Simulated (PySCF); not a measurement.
Molfile (atoms numbered from 1):
```
C6H10BOP
     RDKit          3D

 19 20  0  0  0  0  0  0  0  0999 V2000
   -2.1970    1.3594   -0.7423 B   0  0  0  0  0  0  0  0  0  0  0  0
   -1.6109   -0.3040    0.0051 P   0  0  0  0  0  0  0  0  0  0  0  0
    0.1322   -0.7116    0.0613 C   0  0  0  0  0  0  0  0  0  0  0  0
    1.1909    0.2493    0.2109 C   0  0  0  0  0  0  0  0  0  0  0  0
    2.3473   -0.4660    0.1787 C   0  0  0  0  0  0  0  0  0  0  0  0
    2.0846   -1.7810    0.0180 O   0  0  0  0  0  0  0  0  0  0  0  0
    0.7535   -1.9260   -0.0574 C   0  0  0  0  0  0  0  0  0  0  0  0
   -2.4494   -1.1440    1.3803 C   0  0  0  0  0  0  0  0  0  0  0  0
   -2.5712   -1.8395    0.0357 C   0  0  0  0  0  0  0  0  0  0  0  0
   -3.4069    1.3223   -0.5684 H   0  0  0  0  0  0  0  0  0  0  0  0
   -1.8456    1.3298   -1.9103 H   0  0  0  0  0  0  0  0  0  0  0  0
   -1.6245    2.2016   -0.0643 H   0  0  0  0  0  0  0  0  0  0  0  0
    1.0815    1.3263    0.3169 H   0  0  0  0  0  0  0  0  0  0  0  0
    3.3964   -0.1917    0.2514 H   0  0  0  0  0  0  0  0  0  0  0  0
    0.3863   -2.9382   -0.2058 H   0  0  0  0  0  0  0  0  0  0  0  0
   -3.3392   -0.6434    1.7751 H   0  0  0  0  0  0  0  0  0  0  0  0
   -1.8172   -1.6135    2.1396 H   0  0  0  0  0  0  0  0  0  0  0  0
   -2.0543   -2.7940   -0.0999 H   0  0  0  0  0  0  0  0  0  0  0  0
   -3.5391   -1.7889   -0.4726 H   0  0  0  0  0  0  0  0  0  0  0  0
  1  2  1  0
  2  3  1  0
  3  4  1  0
  4  5  2  0
  5  6  1  0
  6  7  1  0
  2  8  1  0
  8  9  1  0
  9  2  1  0
  7  3  2  0
  1 10  1  0
  1 11  1  0
  1 12  1  0
  4 13  1  0
  5 14  1  0
  7 15  1  0
  8 16  1  0
  8 17  1  0
  9 18  1  0
  9 19  1  0
M  CHG  2   1  -1   2   1
M  END
```

Geometry: PBE0-D3(BJ)/def2-SVP; GIAO shifts from PySCF 2.14, gas phase, non-relativistic, averaged over equivalent atoms.

At PBE0/pcSseg-1 (210 basis functions, 30 s wall time on 1 thread of an Intel Xeon 6975P-C, shared host):
| atoms | δ (ppm) |
| --- | --- |
| B1 | -48.3 |
| P2 | -191.2 |
| C5 | 148.6 |
| C7 | 145.9 |
| C4 | 122.2 |
| C3 | 118.9 |
| C8/C9 | 10.7 |
| O6 | 315.2 |
| H14 | 7.46 |
| H15 | 7.14 |
| H13 | 7.14 |
| H16/H19 | 1.35 |
| H17/H18 | 1.34 |
| H10/H11/H12 | 1.28 |

Referencing at the same level of theory: ¹¹B (σ = 100.73 ppm) vs BF3·OEt2; ³¹P (σ = 310.13 ppm) against H3PO4; ¹³C (σ = 184.41 ppm) and ¹H (σ = 31.27 ppm) against TMS; H2O for ¹⁷O (σ = 334.56 ppm).

What do these become at mPW1PW91/pcSseg-1?

Answers


```json
{"atoms": "B1", "δ at mPW1PW91/pcSseg-1": "-47.5", "change": "+0.8"}
{"atoms": "P2", "δ at mPW1PW91/pcSseg-1": "-190.1", "change": "+1.1"}
{"atoms": "C5", "δ at mPW1PW91/pcSseg-1": "148.8", "change": "+0.2"}
{"atoms": "C7", "δ at mPW1PW91/pcSseg-1": "146.2", "change": "+0.3"}
{"atoms": "C4", "δ at mPW1PW91/pcSseg-1": "122.3", "change": "+0.1"}
{"atoms": "C3", "δ at mPW1PW91/pcSseg-1": "118.9", "change": "+0.0"}
{"atoms": "C8/C9", "δ at mPW1PW91/pcSseg-1": "10.7", "change": "+0.0"}
{"atoms": "O6", "δ at mPW1PW91/pcSseg-1": "314.4", "change": "-0.8"}
{"atoms": "H14", "δ at mPW1PW91/pcSseg-1": "7.45", "change": "-0.01"}
{"atoms": "H15", "δ at mPW1PW91/pcSseg-1": "7.13", "change": "-0.01"}
{"atoms": "H13", "δ at mPW1PW91/pcSseg-1": "7.12", "change": "-0.02"}
{"atoms": "H16/H19", "δ at mPW1PW91/pcSseg-1": "1.35", "change": "+0.00"}
{"atoms": "H17/H18", "δ at mPW1PW91/pcSseg-1": "1.34", "change": "+0.00"}
{"atoms": "H10/H11/H12", "δ at mPW1PW91/pcSseg-1": "1.27", "change": "-0.01"}
```

Scale: BF3·OEt2 for ¹¹B (σ = 100.80 ppm); ³¹P (σ = 308.48 ppm) vs H3PO4; ¹³C (σ = 183.54 ppm) and ¹H (σ = 31.32 ppm) vs TMS; ¹⁷O (σ = 333.30 ppm) vs H2O (reference shieldings calculated alike).

The largest change is at P2 (phosphorus bonded to 3 C, B, in a 3-membered ring). Cost: 210 basis functions, 28 s wall time on 1 thread of an Intel Xeon 6975P-C, shared host. The order of the carbon signals is the same at both levels.

The carbons averaged at δ 10.7 differ by 9 ppm in this conformer. Unscaled 17O shifts of doubly bonded oxygen tend to come out too high, by tens of ppm or more. Experimental scales use liquid or dissolved standards, which lie at an offset from isolated H2O (liquid H2O: subtract about 36 ppm) and H3PO4.
